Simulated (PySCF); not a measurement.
**Ionising HI**

PBE0; basis H aug-cc-pVDZ, I aug-cc-pVDZ-PP with ECP28; scalar-relativistic core potentials; PySCF 2.14. Neutral (UKS): singlet (closed shell), Re = 1.620 Å, ωe = 2337 cm⁻¹, De = 3.33 eV, HOMO -7.93 eV, LUMO -1.06 eV.

HI⁻ (UKS): doublet (σ ↑), Re = 2.328 Å, ωe = 524 cm⁻¹, De = 0.24 eV to H + I⁻. The energies at the minima are -296.31270 hartree for HI and -296.32033 for HI⁻.

**Question.** Work out the adiabatic electron affinity, without and with harmonic zero-point energies (1 hartree = 27.2114 eV, 1 eV = 8065.5 cm⁻¹), and the change of the bond length.

**Answer.** At PBE0: 0.00763 hartree = 0.208 eV between the minima; the zero-point term (2337.0 − 524.0)/2 cm⁻¹ = +0.112 eV makes it 0.320 eV. Re changes by +70.8 pm against the neutral. The electron enters a σ orbital, and the ion is left as a loose complex of an ion and an atom.

Weak bonds: HI⁻. Basis-set superposition, not corrected here, can be much of De in a small basis, most of all at correlated wavefunction levels. Spin–orbit coupling is left out, which matters for elements this heavy, above all for dissociation energies. For an ion De counts to the pair picked by the measured ionisation energies or electron affinities, which need not be the lowest pair at this level. States were picked by a PBE0 search and need not be the measured ground states.
